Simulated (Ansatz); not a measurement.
Program: Ansatz. Geometries: PBE0-D4/def2-TZVP. ΔE: electronic, gas phase. CCSD(T)/CBS adds triple-zeta CCSD(T) − MP2 to the extrapolated MP2 energy (def2 sets, frozen cores). This one scheme is used for every species. DFT in def2-TZVPP. HSE06 is defined as in plane-wave codes. Elements past krypton have def2 core potentials. For Sn outer-core shells are correlated without core-valence functions, which leaves a few kJ/mol of doubt a bond. One conformer a species, not always the lowest.

Consider the ligand exchange at the Sn–S bond: `C[S][SnH]([Cl])[Cl]` + HCl → `[Cl][SnH]([Cl])[Cl]` + CH₃SH.

`C[S][SnH]([Cl])[Cl]`:

Cartesian coordinates in Å:
```
C -1.468 -0.228 0.651
S -0.832 -0.901 -0.914
Sn 1.332 0.043 -0.865
Cl 2.378 -0.604 1.105
Cl 1.130 2.346 -0.653
H -1.487 0.861 0.630
H -2.488 -0.602 0.741
H -0.882 -0.583 1.497
H 2.318 -0.332 -2.192
```

HCl:

Z-matrix (Å, degrees):
```
Cl
H 1 1.279
```

`[Cl][SnH]([Cl])[Cl]`:

Z-matrix (Å, degrees):
```
Sn
Cl 1 2.300
Cl 1 2.300 2 107.4
Cl 1 2.300 2 107.4 3 115.3
H 1 1.692 2 111.5 3 -122.4
```

CH₃SH:

```xyz
6

C    -0.021    0.438    0.222
S     0.772   -1.098   -0.302
H    -0.333    1.038   -0.632
H     0.733    0.994    0.780
H    -0.868    0.246    0.879
H    -0.283   -1.618   -0.947
```

Is it downhill or uphill in electronic energy at CCSD(T)/CBS, and by how much? (Best estimate.)

The calculation gave: Downhill: ΔE = -3.5 kcal/mol.

What do these levels give: r2SCAN-D4, BHLYP-D4, ωB97X-V, B2PLYP, BLYP, HSE06, BHLYP, HF/def2-SVP, MP2/def2-SVP, CCSD/def2-SVP, CCSD(T)/def2-SVP, CCSD/CBS(def2)? (An estimate is asked.)

The calculation gave: r2SCAN-D4 -4.2, BHLYP-D4 -4.8, ωB97X-V -5.0, B2PLYP -5.1, BLYP -6.1, HSE06 -4.9, BHLYP -6.9, HF/def2-SVP -8.2, MP2/def2-SVP -4.2, CCSD/def2-SVP -5.1, CCSD(T)/def2-SVP -4.5, CCSD/CBS(def2) -4.3 kcal/mol.

Largest T1 diagnostic among the species: 0.011.

Leaving LDA and LC-ωPBE aside and taking each functional with its dispersion term where it has one, the values, not all of them listed here, spread over 2.8 kcal/mol, from B97M-V to revPBE-D4. LDA lies +1.9 kcal/mol from PBE without D4. The D4 term adds +2.3 kcal/mol with B3LYP and +1.3 kcal/mol with PBE0; it sums over pairs of atoms, weighted by their polarisabilities, and B3LYP, whose exchange is more repulsive, gets the larger term. At CCSD(T), def2-SVP lies −1.1 kcal/mol from the extrapolated value and def2-TZVPP −0.2 kcal/mol.

B3LYP here is the variant with VWN-RPA as its local correlation; programs differ in this.
